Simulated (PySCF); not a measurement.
**Low-lying terms of As⁵⁺ (arsenic, charge +5)**

Ground state [Ar] 3d10, ¹S. All numbers are calculated (PySCF 2.14, a scalar-relativistic core potential, in aug-cc-pVTZ-PP with one added diffuse shell each of s, d, f type with ECP10MDF (7s5p5d3f, 68 functions)). Vertical excitation energies in eV without spin-orbit coupling; excited terms of each kind are numbered among those the solver found. Frozen: 3s2 3p6.

| term | leading excitation | EOM-EE-CCSD |
| --- | --- | --- |
| 1 3D | 3d → s | 41.600 |
| 1 1D | 3d → s | 42.382 |
| 1 3P° | 3d → p | 54.652 |
| 1 3F° | 3d → p | 55.251 |
| 1 1F° | 3d → p | 55.732 |
| 1 1D° | 3d → p | 56.317 |
| 1 3D° | 3d → p | 56.318 |
| 1 1P° | 3d → p | 56.665 |
| 1 3S | 3d → d | 74.327 |
| 1 3G | 3d → d | 75.148 |
| 1 1G | 3d → d | 75.326 |

The solver can miss terms.
